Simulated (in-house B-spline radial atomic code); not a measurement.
Neutral chromium is squeezed into an impenetrable sphere of radius R (the orbitals vanish at R). Caution: exact exchange at fractional occupations of open shells leaves self-interaction of up to several eV. Level of theory: non-relativistic PBE0, spin-polarised, spherical fractional occupations, point nucleus; calculated with a radial B-spline atomic code at the basis-set limit.

Energies in eV above the free atom in [Ar] 3d5 4s1:

```
R (bohr)  highest level (eV)  [Ar] 3d5 4s1  [Ne] 3s2 3p5 3d6 4s1  [Ar] 3d6  -dE/dV in [Ar] 3d5 4s1 (GPa)
    8.92               -4.76       0.04326                 45.33     5.838                         0.049
    5.59               -3.19         1.391                 46.87     7.433                          4.12
    5.15               -2.35         2.245                 47.76      8.11                          8.02
     4.3               0.883         5.913                 51.55     10.72                          32.6
    3.64                6.74         13.38                 59.27     15.57                           113
    3.26                13.2          22.3                 68.54     21.15                           252
    2.41                51.8         85.47                 134.2     61.15                          2300
    2.08                91.1         162.5                 213.6     112.9                          6730
    1.77                 162         324.1                 378.4     227.8                         21200
    1.59                 232           506                 562.4     362.4                         44300
```

**Question.** Does [Ne] 3s2 3p5 3d6 4s1 fall below [Ar] 3d5 4s1 under compression?

**Answer.** No, it stays above over the whole range.

**Question.** Does [Ar] 3d6 fall below [Ar] 3d5 4s1 under compression?

**Answer.** Yes, between R = 3.64 and 3.26 bohr the order changes (near 3.39 bohr by linear interpolation).

The highest level is first positive in the row R = 4.3 bohr, pushed up by confinement above the zero of the free ion's potential. Each configuration is held fixed and needn't be the lowest in the sphere.
